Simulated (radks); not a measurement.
Q: The mean radii <r> (bohr) of the occupied orbitals of an atom or ion are listed with their occupations. All-electron calculation, non-relativistic Kohn-Sham, PBE, spin-polarised, spherical densities, point nucleus. Program: a radial shooting solver on a logarithmic mesh with Libxc functionals.

orbital  occ.     <r>
1s up       1  0.7606

Name the element and its charge. Open shells, if any, are filled with parallel spins first.

A: Z = 2, helium, charge +1: He+ in 1s1. The 1s radius gives Z: for a bare nucleus <r> = 1.5/Z, 0.75 bohr for Z = 2, and the self-interaction of the functional makes it slightly larger (0.7606 here). The occupations add up to 1, and the charge is Z minus that.
